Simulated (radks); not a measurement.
The numbers below are computed, except where a source is named.
Spherical quantum dot in the effective-mass picture: electrons in a hard-walled sphere of radius 8.46, with a point charge +1 (a donor) at the centre, all in effective atomic units (hartree* = m*/eps^2 hartree, bohr* = eps/m* bohr), one dielectric constant everywhere. Level of theory: non-relativistic Kohn-Sham, LDA (Slater exchange, Perdew-Wang correlation), spin-polarised, spherical densities (a radial shooting solver with Libxc functionals). Levels are named by radial order and angular momentum (1s, 1p, 1d, 2s, ...), and open shells are averaged over m. Results are scaled to m* = 0.047 and eps = 6, for which hartree* = 35.53 meV and bohr* = 6.755 nm.

N = 14, configuration 1s2 1p6 1d(up 5, down 0) 2s(up 1, down 0). This is the lowest configuration that the search found. Occupied and some empty levels:

| level | occupation | eigenvalue (meV) | <r> (nm) |
|---|---|---|---|
| 1s up | 1 | 66.694 | 33.72 |
| 1s down | 1 | 68.058 | 38.51 |
| 1p up | 3 | 68.246 | 41.12 |
| 1p down | 3 | 69.357 | 41.02 |
| 2s up | 1 | 69.400 | 18.73 |
| 1d up | 5 | 70.344 | 42.12 |
| 1d down | 0 | 71.468 | 42.06 |
| 1f up | 0 | 73.270 | 42.97 |
| 2s down | 0 | 73.347 | 16.91 |
| 1f down | 0 | 74.405 | 42.95 |
| 1g up | 0 | 76.966 | 43.72 |
| 1g down | 0 | 78.107 | 43.72 |
| 2p up | 0 | 80.683 | 28.18 |
| 2p down | 0 | 81.734 | 28.90 |

Energy (meV): total 454.877, kinetic 119.00, external -112.80, Hartree 542.29, exchange-correlation -93.607.
